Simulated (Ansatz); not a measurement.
Born–Oppenheimer molecular dynamics of H9HfN2O2P (15 atoms, charge 0, multiplicity 1). It starts at the highest image of a converged band. Of that band: Neighbouring images differ by up to 1.4 eV, so the band resolves the path poorly. A vibrational analysis at the climbing image gives one clearly imaginary mode, 1577i cm⁻¹: a first-order saddle point.

Method: Ansatz, RHF/def2-SVP.

```json
{
 "ensemble": "NVE (velocity Verlet)",
 "time step": "0.5 fs",
 "steps asked": "200",
 "starting velocities drawn for": "300 K",
 "seed": "8785"
}
```

First frame:

```xyz
15
Properties=species:S:1:pos:R:3
Hf -0.019 -0.058 0.122
N 0.101 0.292 2.297
H -0.721 0.579 2.807
H 0.613 -0.345 2.888
O 1.713 -0.575 -0.569
H 2.576 -0.544 -0.939
N -1.023 1.495 -0.747
H -1.942 1.435 -1.153
H -0.668 2.424 -0.898
O -1.240 -1.532 -0.089
H -1.658 -2.348 -0.294
P 1.916 2.713 1.616
H 3.070 1.962 1.266
H 1.512 2.921 0.265
H 0.837 1.320 2.126
```

(1) How far do the bonds stretch over the last three quarters of this one trajectory? (Pairs bonded in most of those frames.)

## Answers

(1) 
```json
{"bond": "Hf1–N2", "mean (Å)": "2.062", "spread (Å)": "0.038", "shortest": "2.01", "longest": "2.13"}
{"bond": "Hf1–O5", "mean (Å)": "1.958", "spread (Å)": "0.025", "shortest": "1.92", "longest": "2.00"}
{"bond": "Hf1–N7", "mean (Å)": "2.088", "spread (Å)": "0.045", "shortest": "2.01", "longest": "2.14"}
{"bond": "Hf1–O10", "mean (Å)": "1.947", "spread (Å)": "0.012", "shortest": "1.93", "longest": "1.97"}
{"bond": "N2–H3", "mean (Å)": "1.007", "spread (Å)": "0.019", "shortest": "0.98", "longest": "1.04"}
{"bond": "N2–H4", "mean (Å)": "1.007", "spread (Å)": "0.016", "shortest": "0.98", "longest": "1.03"}
{"bond": "O5–H6", "mean (Å)": "0.939", "spread (Å)": "0.006", "shortest": "0.93", "longest": "0.95"}
{"bond": "N7–H8", "mean (Å)": "1.009", "spread (Å)": "0.015", "shortest": "0.99", "longest": "1.03"}
{"bond": "N7–H9", "mean (Å)": "1.005", "spread (Å)": "0.018", "shortest": "0.98", "longest": "1.04"}
{"bond": "O10–H11", "mean (Å)": "0.939", "spread (Å)": "0.003", "shortest": "0.93", "longest": "0.94"}
{"bond": "P12–H13", "mean (Å)": "1.420", "spread (Å)": "0.008", "shortest": "1.41", "longest": "1.44"}
{"bond": "P12–H14", "mean (Å)": "1.416", "spread (Å)": "0.009", "shortest": "1.40", "longest": "1.43"}
{"bond": "P12–H15", "mean (Å)": "1.471", "spread (Å)": "0.169", "shortest": "1.21", "longest": "1.71"}
```

Mean temperature of the second half: 855 K. The conserved energy stayed within 0.48 meV per atom of its start (net change -0.029 meV per atom), so the integration is sound. The kinetic energy rose, since the run started high on the potential surface and went downhill. It ends in pieces (H3P + H6HfN2O2), so much of that is their flight and rotation, not heat. A run of 0.1 ps of so small a system gives no equilibrium averages. The orbitals stay closed-shell, which can raise the energy where a bond breaks towards radicals; this wasn't checked here.

Run time: 6.8 min on 4 threads of Arm Neoverse V1, with other jobs on the host, peak memory 0.42 GiB.
